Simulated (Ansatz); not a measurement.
`O=C=N[SiH2]` radical, relaxed with UKS PBE0-D4/def2-TZVP in Ansatz 0.2.0 from a PBE-D4/def2-SVP geometry. The force threshold is 0.005 eV/Å; the program also tests the step.

Total charge 0; spin multiplicity 2.

Start:

```xyz
6

O     1.999   -1.975    0.435
C     1.184   -1.138    0.256
N     0.329   -0.300    0.066
Si   -0.623    1.130   -0.106
H    -1.767    1.070    0.874
H    -1.121    1.213   -1.526
```

| step | energy (eV) | largest force (eV/Å) | largest move (Å) |
| --- | --- | --- | --- |
| 1 | -12477.3177 | 1.206 | 0.000 |
| 2 | -12477.3640 | 0.220 | 0.036 |
| 3 | -12477.3667 | 0.120 | 0.010 |
| 4 | -12477.3671 | 0.025 | 0.004 |
| 5 | -12477.3672 | 0.034 | 0.003 |
| 6 | -12477.3675 | 0.055 | 0.012 |
| 7 | -12477.3680 | 0.073 | 0.025 |
| 8 | -12477.3684 | 0.013 | 0.020 |
| 9 | -12477.3685 | 0.006 | 0.007 |
| 10 | -12477.3685 | 0.001 | 0.003 |

End:

```xyz
6

O     2.001   -1.912    0.435
C     1.160   -1.129    0.250
N     0.274   -0.351    0.053
Si   -0.607    1.102   -0.102
H    -1.735    1.077    0.865
H    -1.094    1.213   -1.501
```

Hardware: 2 threads of a server CPU on a shared host. Wall time 100 s, peak host memory 0.34 GiB.
